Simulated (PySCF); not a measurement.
Cl₂HOZr, charge +1, multiplicity 1. Atoms are numbered in the order given.

```xyz
5

Zr    -0.3408     0.2958     0.0000
Cl     0.2416    -0.8772     1.8599
Cl     0.2416    -0.8772    -1.8599
O      0.5340     1.9158     0.0000
H      1.1453     2.6674     0.0000
```
Charge +1, spin multiplicity 1.

The structure is a stationary point at PBE0-D3(BJ)/def2-SVP. The multiplicity is an assumed one; other spin states were not compared. The isomer is the one that the SMILES or the coordinates give; other isomers of the formula were not compared. The def2 effective core potentials stand for the cores of Zr; spin–orbit coupling is left out. The values are those of a single conformer.

The numbers are results of PySCF with B3LYP/def2-TZVPD, not measurements.

The molecule is in vacuum.

Computed frontier levels, gap, dipole moment and polarisability:
```json
{
 "highest_occupied_level": "-14.05 eV",
 "lowest_empty_level": "-8.95 eV",
 "orbital_gap": "5.10 eV",
 "dipole_moment_about_the_centre_of_nuclear_charge": "4.45 D",
 "mean_static_polarisability": "63.9 bohr³ (9.48 Å³)",
 "polarisability_principal_values": "44.1, 67.0, 80.7 bohr³"
}
```
